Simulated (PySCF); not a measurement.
B(H)(Me)(SH), SMILES SBC, B3LYP/def2-SVP optimised geometry.

```
8

B      0.35    -0.23     0.00
H      1.56    -0.23     0.00
C     -0.46    -1.56     0.00
H     -0.17    -2.17     0.88
H     -0.18    -2.17    -0.88
H     -1.56    -1.45     0.00
S     -0.50     1.35     0.00
H      0.57     2.17     0.00
```

Density from B3LYP/def2-TZVP run with PySCF at that geometry.

Minimum of the electron density along straight lines between bonded atoms, close to the bond critical point (lines longer than 1.1 times the sum of covalent radii, or with two minima, are not listed):

```json
[
 {"bond": "B1–H2", "length / Å": "1.206", "ρ at the minimum / e bohr⁻³": "0.183", "∇²ρ there / e bohr⁻⁵": "-0.40", "position (fraction from the first atom)": "0.44"},
 {"bond": "B1–C3", "length / Å": "1.567", "ρ at the minimum / e bohr⁻³": "0.191", "∇²ρ there / e bohr⁻⁵": "-0.35", "position (fraction from the first atom)": "0.33"},
 {"bond": "C3–H4", "length / Å": "1.106", "ρ at the minimum / e bohr⁻³": "0.263", "∇²ρ there / e bohr⁻⁵": "-0.85", "position (fraction from the first atom)": "0.64"},
 {"bond": "C3–H5", "length / Å": "1.106", "ρ at the minimum / e bohr⁻³": "0.263", "∇²ρ there / e bohr⁻⁵": "-0.85", "position (fraction from the first atom)": "0.64"},
 {"bond": "C3–H6", "length / Å": "1.101", "ρ at the minimum / e bohr⁻³": "0.270", "∇²ρ there / e bohr⁻⁵": "-0.90", "position (fraction from the first atom)": "0.64"},
 {"bond": "B1–S7", "length / Å": "1.794", "ρ at the minimum / e bohr⁻³": "0.156", "∇²ρ there / e bohr⁻⁵": "-0.19", "position (fraction from the first atom)": "0.30"},
 {"bond": "S7–H8", "length / Å": "1.354", "ρ at the minimum / e bohr⁻³": "0.213", "∇²ρ there / e bohr⁻⁵": "-0.61", "position (fraction from the first atom)": "0.64"}
]
```
